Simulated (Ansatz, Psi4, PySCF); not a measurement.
HO₂ (SMILES [O-]O), charge -1, singlet, at a GFN2-xTB geometry (in this run its highest filled SCF level lies above zero, so its values depend strongly on the basis, on diffuse functions most of all). Base run: BHANDHLYP/6-311G** (PySCF).

Geometry (Å):
```xyz
3

O      0.0549     0.7809    -0.0325
O      0.0399    -0.6759    -0.0281
H     -0.7582    -0.8406     0.4847
```
Charge -1, spin multiplicity 1.
All else is at PySCF's defaults.

The same geometry, method and basis name were run in Ansatz (a program for electronic structure) and Psi4 and PySCF, at each program's defaults and at the settings that a row names. The base is PySCF at its defaults. Differences at the defaults can come from grids, fitting, cores and function types together.

```csv
code and settings,ΔE vs base (µEh),basis functions,E (Eh),SCF cycles
"PySCF, defaults (exact integrals, its default grid, spherical functions)",0.0,42,-150.86636,10
"Psi4, defaults (density fitting with its default set, its default grid, spherical functions)",-31.6,42,-150.86639,9
"Ansatz, defaults (factorised integrals, its default grid, spherical functions)",0.9,42,-150.86636,-
"PySCF, density fitting with def2-universal-jkfit",2.1,42,-150.86636,10
"PySCF, fine grid",-0.5,42,-150.86636,10
"Psi4, exact integrals, spherical functions, fine grid",-0.5,42,-150.86636,12
"Ansatz, high accuracy",-0.5,42,-150.86636,-
```
